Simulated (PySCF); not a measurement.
Species: [MoO4]2- (charge -2 and singlet state).
SMILES: `[O]=[Mo-2](=[O])(=[O])=[O]`

Level of theory: PBE0-D3(BJ)/def2-SVP geometry optimisation, gas phase, def2 core potentials past Kr (PySCF 2.14.0).

Take the most abundant isotopes and a rigid rotor. 

Problem. What are A, B and C (MHz)?

Solution. Ia = 132.99, Ib = 133.05, Ic = 133.11 u·Å²; 505379 MHz·u·Å²/I gives A = 3800, B = 3799, C = 3797 MHz.

Problem. Classify the top.

Solution. A spherical top, as the point group Td requires three equal moments; the computed ones differ by 0.09 % because the geometry is symmetric only within the optimiser's tolerance.

The point group Td allows no dipole (computed: 0.00 D (about the centre of mass, as the species is charged)), so a rigid rotor has no electric-dipole lines.

Problem. Estimate the classical rotational partition function at 10 K, 25 K and 500 K.

Solution. Point group Td, symmetry number σ = 12; q = (√π/σ)·√((kT/h)³/(ABC)), k/h = 20836.6 MHz/K: 60.0 at 10 K, 237 at 25 K, 21200 at 500 K.

No frequency check. Whether so highly charged an anion holds all its electrons in the gas phase wasn't checked; a finite basis holds them in any case. The ion is multiply charged and computed without counter-ions or solvent. The geometry's basis has no diffuse functions, a weakness for an anion. Zero-point vibration and centrifugal distortion are left out.
